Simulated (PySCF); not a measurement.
Vertical excitations of a molecule Cl2GeH4Si from TDDFT-LC-ωPBE/def2-SVPD run with PySCF, as energy in eV (oscillator strength): 6.97 (0.018), 7.01 (0.021), 8.07 (0.322), 8.22 (0.008), 8.32 (0.181), 8.46 (0.114), 8.48 (0.001), 8.56 (0.015), 8.86 (0.018), 8.93 (0.030). Lowest triplet (TDA): 6.21 eV. Geometry optimised at ωB97X-D3(BJ)/def2-SVP. The values are those of a single conformer.

### Question
Pick the molecule that these values belong to.
(A) Cl[SiH2][GeH2][Cl]
(B) Cl[SiH](Cl)[GeH3]
(C) [SiH3][GeH]([Cl])[Cl]

### Answer
B, Cl[SiH](Cl)[GeH3]
